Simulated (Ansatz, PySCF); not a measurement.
The pair A = CH4 (SMILES C) (first 5 atoms), B = H2S (SMILES S); geometry from B3LYP-D3(BJ)/def2-TZVP.
(charge 0, multiplicity 1):
```xyz
8

C     -0.008    -0.057     0.169
H     -0.853     0.218     0.798
H     -0.216     0.225    -0.862
H      0.888     0.459     0.512
H      0.150    -1.133     0.222
S      0.435    -0.086     4.105
H      0.372     1.022     3.350
H      0.454    -0.885     3.026
```

Cores are frozen in the correlated methods. Rows in 6-31G* carry no dispersion term and start afresh at each structure (6-31G* with six Cartesian d functions).

The values were computed with Ansatz (Gaussian basis) for Hartree–Fock, density functionals and correlated methods; PySCF for 6-31G* rows. Each number belongs to the level named beside it.

Total energies (hartree), monomers frozen at their geometry in the pair:

```
structure              HF/aug-cc-pV(D+d)Z  B3LYP/6-31G*  MP2/aug-cc-pV(T+d)Z
---------------------  ------------------  ------------  -------------------
AB                           -438.9012798  -439.9035870         -439.3268701
A in the pair's basis         -40.1998123   -40.5185319          -40.4145412
B in the pair's basis        -398.7022854  -399.3856146         -398.9111774
A                             -40.1996305   -40.5183396          -40.4144328
B                            -398.7021987  -399.3853690         -398.9109391
```

Question: Work out the interaction energy without and with the counterpoise correction, and the superposition error, for each level.

Answer: 
E(AB) − E(A) − E(B), times 627.509 kcal/mol, with the monomers in their own basis and then in the pair's basis:
- HF/aug-cc-pV(D+d)Z: 0.34 uncorrected, 0.51 corrected; the monomers gain 0.17 kcal/mol from borrowed functions
- B3LYP/6-31G*: 0.08 uncorrected, 0.35 corrected; the monomers gain 0.27 kcal/mol from borrowed functions
- MP2/aug-cc-pV(T+d)Z: -0.94 uncorrected, -0.72 corrected; the monomers gain 0.22 kcal/mol from borrowed functions

Ansatz is a quantum-chemistry and plane-wave program.
